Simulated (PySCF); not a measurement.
# Electron correlation in Ne(2+) (neon, charge +2)

[He] 2s2 2p4, high-spin 3P determinant. All numbers are calculated (PySCF 2.14, the spin-free X2C one-electron Hamiltonian (Gaussian nucleus), in cc-pVDZ-DK). Frozen: 1s2; 6 electrons correlated.

MP2 pair energies summed by pair of shells (mhartree):

```csv
pair,energy,share (%)
2p-2p,-43.85,46.7
2s-2p,-42.95,45.8
2s-2s,-7.07,7.5
```

Total MP2 correlation energy: -93.86 mhartree.

Same-spin part -22.34 and opposite-spin part -71.53 mhartree; SCS-MP2 scales them by 1/3 and 6/5 to -93.28 mhartree.

```
  level  correlation energy (mhartree)
   CCSD                        -106.25
    (T)                          -0.64
CCSD(T)                        -106.89
```

Diagnostics: T1 = 0.0029, D1 = 0.0048, largest double amplitude 0.031.

Cost of the coupled-cluster step: 0.07 s of wall time on 1 thread of AMD EPYC 9R14 (shared host), for 6 correlated electrons.
